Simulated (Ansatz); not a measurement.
C2H3BCl2 can be A, `ClC1(Cl)BC1`, or B, `C=CB(Cl)Cl`.

Computed with Ansatz on PBE0-D4/def2-TZVP structures; ΔE is electronic, products minus reactants. CCSD(T)/CBS adds triple-zeta CCSD(T) − MP2 to the extrapolated MP2 energy (def2 sets, frozen cores). DFT in def2-TZVPP. B3LYP here is the variant with VWN-RPA as its local correlation; programs differ in this. Each species was taken in one conformer, which may not be the lowest.

(1) Which is lower in electronic energy at CCSD(T)/CBS, and by how much? (Estimate.)

(2) Give E(B) − E(A) in kcal/mol with LDA (SPW92), ωB97M-V, HF/def2-TZVPP, MP2/def2-TZVPP, PBE0-D4, r2SCAN-D4, B3LYP-D4. (An estimate is asked.)

(3) Does the order hold for the free energy at 298.15 K (harmonic terms from PBE0-D4)? (Estimate.)

Largest T1 diagnostic: 0.012.

Answers

(1) The calculation gave: B, by 90.2 kcal/mol.

(2) Computed: LDA (SPW92) -81.7, ωB97M-V -87.9, HF/def2-TZVPP -95.5, MP2/def2-TZVPP -91.2, PBE0-D4 -86.0, r2SCAN-D4 -88.3, B3LYP-D4 -90.1. None reverses the order clearly.

(3) The calculation gave: Yes: G(B) − G(A) = -87.7 kcal/mol, for one conformer each. Modes under 60 cm⁻¹, often nearly free rotors, make the harmonic entropy too high.

At CCSD(T), def2-SVP lies −7.5 kcal/mol from the extrapolated value and def2-TZVPP −1.6 kcal/mol. From BLYP to BHLYP (50 % exact exchange), in def2-TZVPP and without D4, E(B) − E(A) moves by −1.7 kcal/mol.
